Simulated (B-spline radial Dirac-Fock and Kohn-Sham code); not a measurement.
# Relativistic shifts of the levels of Yb²¹⁺

System: ytterbium as Yb²¹⁺, configuration 1s2 2s2 2p6 3s2 3p6 3d10 4s2 4p6 4d10 4f3.

Both columns are ΔSCF binding energies of the configuration average from a B-spline atomic structure program: non-relativistic Hartree-Fock with a point nucleus, and Dirac-Fock with a finite nucleus and the Coulomb interaction alone, averaged over the two j levels with weights 2j+1.

```csv
shell,Hartree-Fock (eV),Dirac-Fock (eV),shift (eV),shift (%)
1s,57809.9,62237.3,+4427.40,+7.66
2s,9992.6,11152.8,+1160.17,+11.61
2p,9557.5,9937.5,+380.01,+3.98
3s,2755.1,3037.9,+282.82,+10.27
3p,2556.7,2660.7,+103.94,+4.07
3d,2191.3,2175.5,-15.81,-0.72
4s,998.8,1076.0,+77.20,+7.73
4p,914.0,942.7,+28.66,+3.14
4d,759.7,757.6,-2.13,-0.28
4f,577.0,569.2,-7.78,-1.35
```

Relativity binds 1s, 2s, 2p, 3s, 3p, 4s, 4p more strongly, among those listed most of all 2s in relative terms, and 3d, 4d, 4f more weakly, because the contracted s and p shells screen the nucleus better.

Values without a named source are computed, but for edge energies of neutral atoms, which are taken from tables.
